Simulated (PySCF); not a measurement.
Dipole response of Tl (thallium, neutral)

[Xe] 4f14 5d10 6s2 6p1, 2P determinant. Computed with PySCF 2.14 in aug-cc-pVQZ-PP with ECP60MDF, with scalar relativity through the core potential. Coupled (time-dependent) response in atomic units; α is the mean over directions.

```tsv
method	mean α (bohr³)	α xx, yy, zz	C₆ (like pair)	S(−4)
B97-3	80.86	56.19, 130.2, 56.19	847.6	5139
```

S(−4) is the Cauchy moment in α(ω) = α(0) + S(−4) ω² + …

Reference α: 50 ± 2 bohr³ (recommended; Schwerdtfeger and Nagle, table of static dipole polarizabilities (2023 update)). Published C₆: 509.0 (Gould and Bucko (2016)).

Spin-orbit coupling is absent.

α(iu) at B97-3:

| u (hartree) | α(iu) (bohr³) |
| --- | --- |
| 0 | 80.86 |
| 0.0500 | 70.58 |
| 0.100 | 54.26 |
| 0.200 | 33.52 |
| 0.300 | 23.18 |
| 0.500 | 13.64 |
| 0.750 | 8.704 |
| 1.00 | 6.269 |
| 1.50 | 3.853 |
| 2.00 | 2.647 |
| 3.00 | 1.466 |
| 5.00 | 0.6267 |

The components differ because the open shell of this determinant is not spherical; for a pure term their mean is the scalar polarisability.

Energies and moments cover only the electrons outside the core potential. Spin-orbit coupling, absent here, splits the open shell strongly.
